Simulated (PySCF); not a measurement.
Molecule: `C=CO[Si@@H](F)SC`, C$_{3}$H$_{7}$FOSSi.

Cartesian coordinates in Å; atom numbers follow the order of the lines, from 1:
```xyz
14

C     2.618   -0.749   -0.218
C     2.433    0.528    0.051
O     1.280    1.087    0.471
Si   -0.173    0.515    0.853
F    -0.961    1.874    1.165
S    -1.132   -0.475   -0.769
C    -2.867   -0.323   -0.231
H     1.818   -1.463   -0.127
H     3.573   -1.109   -0.549
H     3.217    1.269   -0.043
H    -0.205   -0.257    2.077
H    -3.025   -0.917    0.663
H    -3.480   -0.700   -1.042
H    -3.096    0.720   -0.040
```

Frames of a GFN2-xTB Langevin trajectory at 300 K; GIAO PBE0/pcSseg-1 shieldings in PySCF 2.14.0 with density-fitted response routines, gas phase, non-relativistic; equivalent atoms averaged within each frame.

Chemical shifts δ = σref − σ; 13C (σ = 186.93 ppm), 29Si (σ = 349.16 ppm), 1H (σ = 31.72 ppm) vs TMS; 17O (σ = 336.08 ppm) against H2O; 19F (σ = 170.95 ppm) against CFCl3; 33S (σ = 503.73 ppm) vs CS2, all at this level. The references are static minima.

How do the shifts (ppm) fluctuate along the trajectory?

Results:


```tsv
time (fs)	C2	C1	C7	O3	Si4	F5	S6	H8	H11	H10
250	152.4	108.5	19.5	138.1	-26.6	-152.7	-78	6.43	6.32	6.14
425	161.7	104.0	7.7	157.6	-21.2	-167.0	-206	4.02	5.97	7.01
625	147.3	101.5	14.6	130.3	-22.9	-132.4	-143	4.76	4.94	5.86
800	152.5	102.3	18.7	135.1	-14.4	-151.9	-48	5.23	6.21	6.64
1000	155.2	103.2	17.2	141.2	-20.0	-155.2	-140	4.33	5.73	5.70
mean of frames	153.8	103.9	15.6	140.5	-21.0	-151.8	-123	4.96	5.83	6.27
standard deviation	5.3	2.7	4.8	10.4	4.5	12.5	62	0.94	0.55	0.55
```

5 frames give an uncertainty of the mean of about the standard deviation over 2.2 at best, since frames this close in time may not be independent; classical motion lacks zero-point vibration, and the reference would need the same averaging.
